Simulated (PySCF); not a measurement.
Cl₄Ge, charge +1, doublet, at a GFN2-xTB geometry (a state made from the parent by changing its charge; the spin is typed, not shown lowest); HF/STO-3G (PySCF).

PySCF was given this input:
```python
from pyscf import gto, scf

mol = gto.Mole()
mol.atom = '''
    Cl   -0.94911589   -1.52714720   -1.17575110
    Ge   -0.00000000   -0.00000000    0.00000000
    Cl    2.10292203   -0.41368165    0.14824520
    Cl   -0.28957289    1.91039693   -0.93910666
    Cl   -0.86423325    0.03043192    1.96661257
'''
mol.basis = 'sto-3g'
mol.charge = 1
mol.spin = 1
mol.verbose = 4
mol.build()

mf = scf.UHF(mol)
mf.kernel()
```

Task: Write the output that PySCF gives for this input, abridged.

Result: 
```
PySCF version 2.14.0

[INPUT] verbose = 4
[INPUT] num. atoms = 5
[INPUT] num. electrons = 99
[INPUT] charge = 1
[INPUT] spin (= nelec alpha-beta = 2S) = 1
[INPUT] symmetry False subgroup None
[INPUT] Mole.unit = angstrom
[INPUT] Symbol           X                Y                Z      unit          X                Y                Z       unit  Magmom
[INPUT]  1 Cl    -0.949115890000  -1.527147200000  -1.175751100000 AA   -1.793569092573  -2.885889959896  -2.221847569656 Bohr   0.0
[INPUT]  2 Ge     0.000000000000   0.000000000000   0.000000000000 AA    0.000000000000   0.000000000000   0.000000000000 Bohr   0.0
[INPUT]  3 Cl     2.102922030000  -0.413681650000   0.148245200000 AA    3.973946698014  -0.781745021258   0.280142827281 Bohr   0.0
[INPUT]  4 Cl    -0.289572890000   1.910396930000  -0.939106660000 AA   -0.547213455199   3.610126986910  -1.774654389155 Bohr   0.0
[INPUT]  5 Cl    -0.864233250000   0.030431920000   1.966612570000 AA   -1.633164150243   0.057507994245   3.716359150427 Bohr   0.0

nuclear repulsion = 797.543089575579
number of shells = 28
number of NR pGTOs = 162
number of NR cGTOs = 54
basis = sto-3g
ecp = {}

******** <class 'pyscf.scf.uhf.UHF'> ********
method = UHF
initial guess = minao
damping factor = 0
level_shift factor = 0
DIIS = <class 'pyscf.scf.diis.CDIIS'>
diis_start_cycle = 1
diis_space = 8
diis_damp = 0
SCF conv_tol = 1e-09
SCF conv_tol_grad = None
SCF max_cycles = 50
direct_scf = True
direct_scf_tol = 1e-13
number electrons alpha = 50  beta = 49
Set gradient conv threshold to 3.16228e-05
init E= -3866.58964074541

cycle= 1 E= -3869.8316178775  delta_E= -3.24  |g|= 0.199  |ddm|= 2.27
cycle= 2 E= -3869.86050225502  delta_E= -0.0289  |g|= 0.0365  |ddm|= 0.397
cycle= 3 E= -3869.86337907002  delta_E= -0.00288  |g|= 0.0191  |ddm|= 0.135
cycle= 4 E= -3869.86513961186  delta_E= -0.00176  |g|= 0.0176  |ddm|= 0.0989
cycle= 5 E= -3869.86684746897  delta_E= -0.00171  |g|= 0.02  |ddm|= 0.0901
cycle= 6 E= -3869.86315228269  delta_E= 0.0037  |g|= 0.0113  |ddm|= 0.249
cycle= 7 E= -3869.86314685444  delta_E= 5.43e-06  |g|= 0.00977  |ddm|= 0.153
cycle= 8 E= -3869.86367729428  delta_E= -0.00053  |g|= 0.0109  |ddm|= 0.0544
cycle= 9 E= -3869.86337864232  delta_E= 0.000299  |g|= 0.0095  |ddm|= 0.0404
cycle= 10 E= -3869.86304542719  delta_E= 0.000333  |g|= 0.00588  |ddm|= 0.105
cycle= 11 E= -3869.86347391175  delta_E= -0.000428  |g|= 0.00451  |ddm|= 0.0848
cycle= 12 E= -3869.86384232187  delta_E= -0.000368  |g|= 0.00403  |ddm|= 0.0839
cycle= 13 E= -3869.86410103708  delta_E= -0.000259  |g|= 0.00229  |ddm|= 0.11
cycle= 14 E= -3869.86414768326  delta_E= -4.66e-05  |g|= 0.00173  |ddm|= 0.072
cycle= 15 E= -3869.86414894574  delta_E= -1.26e-06  |g|= 0.00103  |ddm|= 0.0116
cycle= 16 E= -3869.86415912189  delta_E= -1.02e-05  |g|= 0.000947  |ddm|= 0.015
cycle= 17 E= -3869.8641678983  delta_E= -8.78e-06  |g|= 0.000792  |ddm|= 0.0115
cycle= 18 E= -3869.86418049336  delta_E= -1.26e-05  |g|= 0.00075  |ddm|= 0.0138
cycle= 19 E= -3869.86421218735  delta_E= -3.17e-05  |g|= 0.000709  |ddm|= 0.0388
cycle= 20 E= -3869.86424178922  delta_E= -2.96e-05  |g|= 0.000663  |ddm|= 0.0411
cycle= 21 E= -3869.86425025501  delta_E= -8.47e-06  |g|= 0.000622  |ddm|= 0.012
cycle= 22 E= -3869.86426075542  delta_E= -1.05e-05  |g|= 0.000632  |ddm|= 0.015
cycle= 23 E= -3869.86426104412  delta_E= -2.89e-07  |g|= 0.000632  |ddm|= 0.000399
cycle= 24 E= -3869.86425469273  delta_E= 6.35e-06  |g|= 0.000617  |ddm|= 0.00878
cycle= 25 E= -3869.86425508066  delta_E= -3.88e-07  |g|= 0.000611  |ddm|= 0.00391
cycle= 26 E= -3869.86425481696  delta_E= 2.64e-07  |g|= 0.00061  |ddm|= 0.000397
cycle= 27 E= -3869.86425431329  delta_E= 5.04e-07  |g|= 0.000608  |ddm|= 0.00194
cycle= 28 E= -3869.86425586175  delta_E= -1.55e-06  |g|= 0.000608  |ddm|= 0.00229
cycle= 29 E= -3869.86426534044  delta_E= -9.48e-06  |g|= 0.000603  |ddm|= 0.0137
cycle= 30 E= -3869.86432812445  delta_E= -6.28e-05  |g|= 0.000763  |ddm|= 0.0984
cycle= 31 E= -3869.86431768006  delta_E= 1.04e-05  |g|= 0.000602  |ddm|= 0.0195
cycle= 32 E= -3869.86438700819  delta_E= -6.93e-05  |g|= 0.0036  |ddm|= 0.194
cycle= 33 E= -3869.86436206968  delta_E= 2.49e-05  |g|= 0.000602  |ddm|= 0.114
cycle= 34 E= -3869.86437027108  delta_E= -8.2e-06  |g|= 0.0013  |ddm|= 0.0265
cycle= 35 E= -3869.86437764117  delta_E= -7.37e-06  |g|= 0.00206  |ddm|= 0.0264
cycle= 36 E= -3869.86436935925  delta_E= 8.28e-06  |g|= 0.000544  |ddm|= 0.0395
cycle= 37 E= -3869.86439392275  delta_E= -2.46e-05  |g|= 0.00116  |ddm|= 0.114
cycle= 38 E= -3869.86439234272  delta_E= 1.58e-06  |g|= 0.00069  |ddm|= 0.0374
cycle= 39 E= -3869.86439498402  delta_E= -2.64e-06  |g|= 0.000344  |ddm|= 0.036
cycle= 40 E= -3869.86439529922  delta_E= -3.15e-07  |g|= 0.00021  |ddm|= 0.00888
cycle= 41 E= -3869.86439545018  delta_E= -1.51e-07  |g|= 0.000184  |ddm|= 0.00219
cycle= 42 E= -3869.86439543736  delta_E= 1.28e-08  |g|= 0.000173  |ddm|= 0.00221
cycle= 43 E= -3869.86439539866  delta_E= 3.87e-08  |g|= 0.000186  |ddm|= 0.000707
cycle= 44 E= -3869.8643954626  delta_E= -6.39e-08  |g|= 0.000203  |ddm|= 0.00212
cycle= 45 E= -3869.86439545849  delta_E= 4.1e-09  |g|= 0.000205  |ddm|= 0.000152
cycle= 46 E= -3869.86439543993  delta_E= 1.86e-08  |g|= 0.000211  |ddm|= 0.00284
cycle= 47 E= -3869.86439556927  delta_E= -1.29e-07  |g|= 0.000199  |ddm|= 0.00375
cycle= 48 E= -3869.86439604976  delta_E= -4.8e-07  |g|= 0.000187  |ddm|= 0.00626
cycle= 49 E= -3869.86439691293  delta_E= -8.63e-07  |g|= 0.000177  |ddm|= 0.00827
cycle= 50 E= -3869.86439765973  delta_E= -7.47e-07  |g|= 0.000158  |ddm|= 0.00803
SCF not converged.
SCF energy = -3869.86439765973 after 50 cycles  <S^2> = 0.75660355  2S+1 = 2.0065927
```

The run did not converge; its last values are not results.
